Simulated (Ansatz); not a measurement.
Q: Name a neutral molecule of F, O, Si and H with LUMO energy (PBE/def2-TZVPP) between -1.70 and -1.40 eV and HOMO–LUMO gap (ωB97M-V/def2-TZVPP) between 11.60 and 11.90 eV (Ansatz, PBE0-D4/def2-TZVP geometry).

A: `O[Si](O)(F)[SiH2]F` (-1.59 eV, 11.62 eV). Other molecules can fit too; these were computed, each in one conformer that needn't be the lowest.
